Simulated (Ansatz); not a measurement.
Computed with Ansatz on PBE0-D4/def2-TZVP structures; ΔE is electronic, products minus reactants. CBS: MP2 limit from def2 TZ/QZ plus the TZ coupled-cluster correction, frozen cores. DFT in def2-TZVPP. B3LYP here is the variant with VWN-RPA as its local correlation; programs differ in this. def2 core potentials past Kr. For Hf, I outer-core shells are correlated without core-valence functions, which leaves a few kJ/mol of doubt a bond. One conformer a species, not always the lowest.

`[OH][Hf]([OH])([OH])[F]` + `Ic1ccsc1` → `[OH][Hf]([OH])([F])[I]` + `Oc1ccsc1`  (formal exchange of groups at the Hf–O bond)

(1) Is it downhill or uphill in electronic energy at CCSD(T)/CBS, and by how much? (Estimate.)

(2) What do these levels give: B3LYP-D4, r2SCAN0-D4, revPBE, CCSD(T)/def2-SVP, SCS-MP2/def2-TZVPP, CCSD/CBS(def2)? (Best estimate.)

Largest T1 diagnostic among the species: 0.015.

Results:

(1) Ansatz gave: Uphill: ΔE = +0.04 eV.

(2) Ansatz gave: B3LYP-D4 -0.02, r2SCAN0-D4 -0.19, revPBE -0.11, CCSD(T)/def2-SVP -0.11, SCS-MP2/def2-TZVPP 0.09, CCSD/CBS(def2) 0.01 eV.

The D4 term adds +0.05 eV with B3LYP and +0.03 eV with PBE0; it sums over pairs of atoms, weighted by their polarisabilities, and B3LYP, whose exchange is more repulsive, gets the larger term. From PBE to PBE0 (25 % exact exchange), in def2-TZVPP and without D4, ΔE moves by −0.07 eV. At CCSD(T), def2-SVP lies −0.15 eV from the extrapolated value and def2-TZVPP −0.04 eV.
